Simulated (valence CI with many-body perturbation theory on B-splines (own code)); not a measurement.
Results of a calculation; reference values are marked as such.
Hyperfine factors and g values of Dy44+

Level of theory: valence CI with perturbative core correlation (CI+MBPT): four valence electrons over a frozen Dirac-Fock core [Ar], a basis of 7 s, 7 p, 8 d, 6 f, 4 g, 1 h functions for each j, with the one-electron correlation potential Σ1 (screened to all orders), the two-electron term Σ2, the three-electron term Σ3, Breit, model QED; selected single and double excitations, second order for the rest, scaled by the run's own slope (own B-spline code, finite nucleus).

No measured spectrum was set against this ion. As an estimate, large intervals hold to a few tenths of a per cent, small ones and those within an open d or f shell to about a per cent. The list stops below the first excitations out of the core. Only levels of the ground parity were solved; by the run's estimate the other parity begins above the list, which can be wrong where configurations are misplaced.

A/g_I is the dipole constant over the nuclear g factor μ/I (μ in nuclear magnetons, uniformly magnetised nucleus), B/Q the quadrupole constant per barn. Both hold the static response of the core; the bare values leave it out. Large factors of s and p1/2 electrons are usually good to 5 to 10 %; those of open d and f shells near neutrality can be off by tens of per cent, and small factors of p3/2, d and f electrons come from cancelling terms and can be off by a factor of two or in sign, in half-filled shells by more. B is blank for J = 1/2, where it vanishes, and for nearly pure S terms. Energies count from the lowest level. Levels with J = 0 are left out.

Levels are named by their leading jj configuration (3d3/2^4 stands for four electrons in 3d with j = 3/2), which in mixed levels can hold well under half, so a name can repeat and another be missing. Letters in brackets count levels of one name in rising energy.

| Level | E (cm⁻¹) | g | A/g_I (MHz) | A/g_I bare | B/Q (MHz/b) | B/Q bare |
| --- | --- | --- | --- | --- | --- | --- |
| (3d3/2^3 3d5/2) J=1 | 277970 | 1.492 | -3700 | -2590 | 13300 | 13400 |
| (3d3/2^3 3d5/2) J=4 | 363450 | 1.078 | 41000 | 41200 | 3200 | 3150 |
| (3d3/2^3 3d5/2) J=2 | 373100 | 1.245 | 25700 | 26200 | 31000 | 31400 |
| (3d3/2^3 3d5/2) J=3 | 399910 | 1.153 | 35900 | 36300 | 23500 | 23800 |
| (3d3/2^2 3d5/2^2) J=2 [a] | 631120 | 1.203 | 15800 | 16300 | 24200 | 24500 |
| (3d3/2^2 3d5/2^2) J=4 [a] | 637940 | 1.149 | 33000 | 33400 | -15300 | -15600 |
| (3d3/2^2 3d5/2^2) J=3 [a] | 652270 | 1.147 | 28300 | 28700 | 5370 | 5440 |
| (3d3/2^2 3d5/2^2) J=5 | 681390 | 1.079 | 37700 | 37900 | 34000 | 34400 |
| (3d3/2^2 3d5/2^2) J=6 | 702170 | 1.074 | 39900 | 40100 | 41600 | 42100 |
| (3d3/2^2 3d5/2^2) J=1 | 709040 | 1.118 | 42300 | 42600 | 4010 | 4040 |
| (3d3/2^2 3d5/2^2) J=4 [b] | 738250 | 1.028 | 42900 | 43100 | -12700 | -12800 |
| (3d3/2^2 3d5/2^2) J=3 [b] | 739560 | 1.089 | 41900 | 42200 | 10600 | 10700 |
| (3d3/2^2 3d5/2^2) J=2 [b] | 750080 | 1.094 | 37900 | 38200 | 14300 | 14500 |
| (3d3/2^2 3d5/2^2) J=2 [c] | 835700 | 0.988 | 52100 | 52100 | -3910 | -3990 |
| (3d3/2^2 3d5/2^2) J=4 [c] | 869530 | 1.201 | 28800 | 29300 | 63800 | 64700 |
| (3d3/2^2 3d5/2^2) J=2 [d] | 952010 | 1.176 | 34700 | 35100 | -16200 | -16400 |
| (3d3/2 3d5/2^3) J=4 [a] | 987560 | 1.136 | 28500 | 28900 | -29800 | -30200 |
| (3d3/2 3d5/2^3) J=3 [a] | 993090 | 1.165 | 23100 | 23500 | 2120 | 2180 |
| (3d3/2 3d5/2^3) J=1 [a] | 1028400 | 0.938 | 39000 | 39000 | 17600 | 17800 |
| (3d3/2 3d5/2^3) J=5 | 1031900 | 1.137 | 32700 | 33000 | -22700 | -23000 |
| (3d3/2 3d5/2^3) J=6 | 1038400 | 1.075 | 37300 | 37500 | 46500 | 47100 |
| (3d3/2 3d5/2^3) J=2 [a] | 1091500 | 1.056 | 41600 | 41800 | 32900 | 33300 |
| (3d3/2 3d5/2^3) J=3 [b] | 1105400 | 1.088 | 36300 | 36600 | 12000 | 12200 |
| (3d3/2 3d5/2^3) J=3 [c] | 1206800 | 1.056 | 40400 | 40600 | 52900 | 53600 |
| (3d3/2 3d5/2^3) J=1 [b] | 1210800 | 1.419 | 8430 | 9380 | -25600 | -26000 |
| (3d3/2 3d5/2^3) J=4 [b] | 1215200 | 1.042 | 40800 | 41000 | 46600 | 47300 |
| (3d3/2 3d5/2^3) J=2 [b] | 1244200 | 1.104 | 36700 | 37000 | -60300 | -61100 |
| (3d5/2^4) J=4 | 1387000 | 1.155 | 27600 | 28000 | -45600 | -46200 |
| (3d5/2^4) J=2 | 1467900 | 1.065 | 29900 | 30100 | 25400 | 25700 |

Task: Take the isotope of mass number 161, with I = 5/2, μ = -0.479 μN and Q = 2.51 b. What is the hyperfine structure of (3d3/2^3 3d5/2) J=3?

Result: From the table A = -6870 MHz, B = 58900 MHz. Shifts from the centre of gravity in MHz: F = 1/2: 104000, F = 3/2: 77800, F = 5/2: 40000, F = 7/2: -495, F = 9/2: -31400, F = 11/2: -36800.
